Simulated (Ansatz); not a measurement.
Consider the homolysis of the Al–Br bond: `[F][Al]([F])[Br]` → `[F][Al][F]`• + Br•.

Gas-phase electronic energies from Ansatz, PBE0-D4/def2-TZVP geometries. CCSD(T)/CBS is the MP2 limit (def2-TZVPP, def2-QZVPP) plus CCSD(T) − MP2 in def2-TZVPP, frozen cores. This one scheme is used for every species, atoms too. Functionals use def2-TZVPP. B3LYP here is the variant with VWN-RPA as its local correlation; programs differ in this. HSE06 is defined as in plane-wave codes. Open shells (•) are unrestricted, without spin–orbit coupling. Spin–orbit coupling would lower the free atoms: clearly for Br. For Br outer-core shells are correlated without core-valence functions, so the limit isn't a true one: a few kJ/mol of doubt a bond, and 10 to 20 or more in all where bonds break to atoms. Scalar relativity is left out up to krypton.

| level | ΔE (kcal/mol) | difference from CCSD(T)/CBS |
| --- | --- | --- |
| LDA (SPW92) | 112.8 | 5.6 |
| PBE-D4 | 101.2 | -6.0 |
| revPBE-D4 | 97.9 | -9.3 |
| BLYP-D4 | 97.7 | -9.5 |
| r2SCAN-D4 | 103.1 | -4.1 |
| B97M-V | 104.2 | -3.0 |
| PBE0-D4 | 101.9 | -5.3 |
| B3LYP-D4 | 99.8 | -7.4 |
| r2SCANh-D4 | 102.8 | -4.4 |
| r2SCAN0-D4 | 102.4 | -4.8 |
| HSE06-D4 | 102.0 | -5.2 |
| BHLYP-D4 | 100.3 | -6.9 |
| CAM-B3LYP-D4 | 100.5 | -6.7 |
| ωB97M-V | 104.5 | -2.7 |
| PBE-QIDH | 104.1 | -3.1 |
| revPBE | 95.5 | -11.7 |
| BLYP | 95.4 | -11.8 |
| r2SCAN | 102.9 | -4.3 |
| PBE0 | 100.9 | -6.3 |
| B3LYP | 98.0 | -9.2 |
| r2SCANh | 102.6 | -4.6 |
| HSE06 | 101.1 | -6.1 |
| BHLYP | 98.5 | -8.7 |
| CAM-B3LYP | 99.4 | -7.8 |
| LC-ωPBE | 99.4 | -7.8 |
| RPA@PBE/def2-TZVPP | 92.7 | -14.5 |
| HF/def2-SVP | 81.7 | -25.5 |
| MP2/def2-SVP | 103.1 | -4.1 |
| CCSD/def2-SVP | 99.5 | -7.7 |
| CCSD(T)/def2-SVP | 100.5 | -6.7 |
| HF/def2-TZVPP | 79.7 | -27.5 |
| MP2/def2-TZVPP | 105.5 | -1.7 |
| SCS-MP2/def2-TZVPP | 103.6 | -3.6 |
| CCSD(T)/def2-TZVPP | 102.8 | -4.4 |
| HF/def2-QZVPP | 79.3 | -27.9 |
| MP2/def2-QZVPP | 107.9 | 0.7 |
| SCS-MP2/def2-QZVPP | 106.1 | -1.1 |
| HF/CBS(def2) | 79.3 | -27.9 |
| MP2/CBS(def2) | 109.9 | 2.7 |
| CCSD/CBS(def2) | 105.5 | -1.7 |
| CCSD(T)/CBS | 107.2 | 0 |

Largest T1 diagnostic among the species: 0.015.

At CCSD(T), def2-SVP lies −6.7 kcal/mol from the extrapolated value and def2-TZVPP −4.4 kcal/mol: correlation converges slowly with the basis, and small sets miss more of it in the bonded molecule than in its fragments. In def2-TZVPP, CCSD(T) changes the Hartree–Fock value by +23.1 kcal/mol (the triples alone add +1.7 kcal/mol) and MP2 by +25.8 kcal/mol; breaking electron pairs costs correlation energy, which Hartree–Fock lacks.

CCSD(T)/CBS has its own doubt, a few kJ/mol and more with outer-core shells, so smaller differences from it don't rank the levels.
